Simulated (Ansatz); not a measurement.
Compare A (`BB(F)/C=C/C`) with its isomer B (`C=CBB(C)F`).

Calculated with Ansatz (gas phase, PBE0-D4/def2-TZVP geometries, no zero-point term in ΔE). CBS: MP2 limit from def2 TZ/QZ plus the TZ coupled-cluster correction, frozen cores. DFT in def2-TZVPP. B3LYP here is the variant with VWN-RPA as its local correlation; programs differ in this. Each species was taken in one conformer, which may not be the lowest.

A:

```xyz
13

B     2.2395    0.4388   -1.8829
B     1.0270    0.8142   -0.7748
F     0.8546    2.1063   -0.4400
C     0.0920   -0.2236   -0.1107
C    -0.8547    0.1404    0.7632
C    -1.8021   -0.7701    1.4545
H     3.3577    0.1732   -1.5398
H     2.0326    0.3929   -3.0635
H     0.1856   -1.2841   -0.3437
H    -0.9526    1.1994    1.0005
H    -1.6960   -0.6820    2.5409
H    -1.6469   -1.8119    1.1706
H    -2.8367   -0.4936    1.2258
```

B:

Z-matrix (Å, degrees):
```
C
B 1 1.567
H 1 1.092 2 114.4
H 1 1.094 2 111.6 3 124.9
H 1 1.099 2 107.5 3 -118.6
F 2 1.343 1 116.2 3 -162.5
B 2 1.690 1 124.6 3 19.7
C 7 1.541 2 125.4 1 -92.2
H 7 1.205 2 119.1 1 85.5
C 8 1.339 7 120.9 2 179.7
H 8 1.089 7 121.9 2 -1.3
H 10 1.086 8 120.6 7 -0.9
H 10 1.088 8 122.8 7 178.9
```

(1) Which isomer does CCSD(T)/CBS put lower? Give the gap. (Estimate.)

(2) Give E(B) − E(A) in kcal/mol with HF/def2-TZVPP, CCSD(T)/def2-TZVPP, r2SCAN-D4, B3LYP, MP2/def2-TZVPP, CCSD/def2-TZVPP, PBE0-D4. (An estimate is asked.)

Largest T1 diagnostic: 0.012.

Results:

(1) Computed: B, by 9.8 kcal/mol.

(2) The calculation gave: HF/def2-TZVPP -8.0, CCSD(T)/def2-TZVPP -9.7, r2SCAN-D4 -9.7, B3LYP -9.8, MP2/def2-TZVPP -9.6, CCSD/def2-TZVPP -9.5, PBE0-D4 -9.7. None reverses the order clearly.

In def2-TZVPP, CCSD(T) changes the Hartree–Fock value by −1.7 kcal/mol (the triples alone add −0.2 kcal/mol) and MP2 by −1.6 kcal/mol.
